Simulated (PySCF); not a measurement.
H4Pb, SMILES [PbH4].

Geometry optimised at PBE0-D3(BJ)/def2-TZVPD. The def2 effective core potentials stand for the cores of Pb; spin–orbit coupling is left out.

Two levels are set side by side: PBE/def2-TZVPD (PySCF) and ωB97X/def2-TZVPD (PySCF). Same geometry, gas phase. Differences are taken from unrounded values.

```csv
quantity,ωB97X,PBE,PBE minus ωB97X
orbital gap (eV),12.30,6.20,-6.10
highest occupied level (eV),-11.27,-7.74,3.53
lowest empty level (eV),1.03,-1.54,-2.57
mean polarisability (bohr³),50.1,52.1,2.0
```

Without exact exchange PBE keeps part of each electron's self-repulsion, which lifts occupied levels and narrows the gap. Loosely held outer electrons make PBE densities more polarisable. Differences between two approximate levels are no errors against the true value.

Rough cost on one machine, each run with all the roots and properties that it gave: ωB97X against PBE within a factor of 2.
